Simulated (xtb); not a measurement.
Cl₂H₃InSi, SMILES [SiH3][In]([Cl])[Cl]. All values are semi-empirical tight-binding results from xtb (GFN2-xTB unless named), good for trends rather than for accurate numbers. Coordinates come from a GFN2-xTB optimisation. The structure was generated by enumeration; whether it is a known compound was not checked.

For metal compounds this method's bond lengths and energies can be far off.

Computed properties:
```
Property                                       Value
-------------------------------------  -------------
orbital gap                                  3.10 eV
zero-point energy                      15.3 kcal/mol
G − E(el) at 298.15 K (modified RRHO)  -7.4 kcal/mol
```
